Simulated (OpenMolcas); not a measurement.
Cr2+ with 6 ligands (fluoride) in trigonal antiprismatic coordination (D3d), a polar angle of 59.1° against the regular 54.74°. A charge of +0.667 e stands 2.4 Å behind each ligand. Ligand basis ANO-RCC-VDZP.

```
Program             : OpenMolcas
Method              : CASSCF
Basis               : ANO-RCC-VTZP [6s5p3d2f1g]
Scalar Hamiltonian  : DKH2, point nucleus
Active space        : 4 electrons in 5 orbitals (3d)
State averaging     : 2S+1 = 5 even, 5 roots; 2S+1 = 3 even, 45 roots; 2S+1 = 1 even, 50 roots
Spin-orbit coupling : RASSI with atomic mean-field integrals over the reference wave functions
```

All ligands move together. At R = 1.99 Å the first state of the same spin is 10269 cm-1, and at R = 2.11 Å it is 7244 cm-1.

**Question.** A third run gives 5151 cm-1. What distance was it run at?

**Answer.** With a power law R^-n the two known points give n = -ln(7244 / 10269) / ln(2.11 / 1.99) = 5.96. Then R = 1.99 × (10269 / 5151)^(1/5.96) = 2.234 Å. The run was at 2.23 Å, so the estimate is off by +0.004 Å.

An orbital doublet at a regular site is open to a Jahn-Teller distortion, which this geometry leaves out. Without dynamic correlation the repulsion within the d shell is too large (B by tens of per cent), so at a given field states of lower spin stand too high. Ligand-to-metal charge-transfer states are missing. With no ligand orbital active B as a rule stays too high, so bands that hang on it stand too high and its fall with covalency is understated. With metal d orbitals alone and no dynamic correlation the field as a rule comes out too small, by tens of per cent, by up to half for chloride and softer ligands. No measured value stands beside these numbers; the geometry was imposed, not optimised, and the real ion may take another.
